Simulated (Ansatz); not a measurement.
Reading a saddle point

A first-order saddle point of BH₂Cl₂OF, closed shell, PBE0-D4/def2-TZVP, with one imaginary mode of 948i cm⁻¹:

B1  (-0.455, 0.082, -0.205)
O2  (0.980, 0.430, -0.071)
Cl3  (-0.783, -1.326, -1.248)
Cl4  (-1.563, 1.457, -0.266)
H5  (0.645, -0.089, 1.057)
F6  (-0.362, -0.431, 1.361)
H7  (1.538, -0.124, -0.628)
(Å)

Program: Ansatz 0.2.0. Basis: def2-TZVPP and def2-QZVPP. Cores are frozen in the correlated methods. Extrapolation: Hartree–Fock as exp(−7.88 √X), correlation as X^−2.97.

**Question.** Which contacts change along the imaginary mode, and what lies on either side? (Judge from chemistry; the calculation decides.)

**Answer.** The calculation gives: The step is BHCl₂O ([OH][B]([Cl])[Cl]) + HF → BCl₂F ([F][B]([Cl])[Cl]) + H₂O (still joined by a long B–O bond), with the molecules in contact on both sides. Shortening one way: B1–F6, O2–H5; lengthening the same way: B1–O2, H5–F6.
```
 pair  one side (Å)  saddle (Å)  other side (Å)
B1–F6          3.76        1.65            1.33
O2–H5          1.78        1.29            0.97
B1–O2          1.35        1.48            1.67
H5–F6          0.93        1.11            3.01
```

**Question.** Which side is lower, and how far does the saddle lie above each? (An estimate is asked for; the value comes from the calculation.)

**Answer.** Computed: The side with B1–F6, O2–H5 short is lower by 0.143 eV; the saddle lies 1.211 eV above it and 1.067 eV above the other (CCSD(T) at an estimated basis limit (MP2 extrapolated from triple and quadruple zeta, plus CCSD(T) − MP2 in triple zeta); electronic energies).

The T1 diagnostic stays at or below 0.011.

Steps of this kind, hydrogen fluoride cutting a network bond, underlie vapour etching and the fluorination step of atomic layer etching.

Labels in which every atom is bracketed show which atoms are joined, not bond orders.

For scale, one of the runs: CCSD(T)/def2-TZVPP, 205 basis functions, launched by `ansatz run in.yaml --threads 4 --pin off --events-out ev --progress --plain --max-ram 9574MiB`. The run took 57 s on 4 CPU threads of an Arm Neoverse V2 (shared host), with 2.7 GiB of host memory at its peak.
